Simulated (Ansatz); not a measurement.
Input for Ansatz (a quantum-chemistry and plane-wave program): R-PBE0/def2-TZVPPD on ClH3Si (SMILES [SiH3]Cl) with ghost functions, monomers drawn apart or pushed together. Files ending in .json are basis or fitting sets from the Basis Set Exchange.

Ansatz 0.2 input:
```yaml
crystal:
  periodic: [false, false, false]
  atoms:
    - {symbol: Si, position_ang: [-0.80082965, 0.23494810, 6.93255336]}
    - {symbol: Cl, position_ang: [1.21650631, 0.66902551, 7.05634993]}
    - {symbol: H, position_ang: [-1.46103829, 1.29384275, 6.14624062]}
    - {symbol: H, position_ang: [-1.34786322, 0.19362126, 8.30290399]}
    - {symbol: H, position_ang: [-0.95945608, -1.07549497, 6.27474984]}
basis:
  gaussian:
    orbitals: def2-TZVPPD.json
    ghost_atoms:
      - {symbol: C, position_ang: [0.00177899, -0.09046503, 0.20816642]}
      - {symbol: H, position_ang: [0.38483717, -0.03687533, -0.80989607]}
      - {symbol: H, position_ang: [-0.33411219, -1.10567794, 0.41539288]}
      - {symbol: H, position_ang: [0.79038180, 0.18139651, 0.90802214]}
      - {symbol: H, position_ang: [-0.83479929, 0.59879233, 0.31607937]}
hamiltonian:
  xc: {name: PBE0}
scf: {lower_state_search: off}
```

The log:

```
Functional definition: PBE0
[...]
these checks for a lower state are left out or cut short: stability, starts, cluster_reference, orbital_swaps, neighbouring_geometries, increment
integrals: 0.15 GiB planned
1197 factors; their error is unknown
mean field: 1.21 GiB planned
mean field evaluation 1: about -20443.0132 eV, gradient 1.1e1 eV
mean field evaluation 2: about -20443.2336 eV, gradient 6.9e0 eV
mean field evaluation 4: about -20443.3160 eV, gradient 1.9e-1 eV
mean field evaluation 8: about -20443.3674 eV, gradient 2.4e-2 eV
mean field -20443.36743698 eV, -751.2798962968 hartree, gradient 1.9e-6 eV, S^2 0.000000; 0 other end points of the search recorded, 0 dependent functions left out
reference -20443.36747616 eV, -751.2798977367 hartree; 17, 17 occupied and 238, 238 virtual orbitals, 1197 factors
Total energy: -20443.36747616 eV, -751.2798977367 hartree
Checks for a lower state left out: stability, starts, cluster_reference, orbital_swaps, neighbouring_geometries, increment
```

Self-consistency was reached.

Cost: very roughly 5 core-seconds.
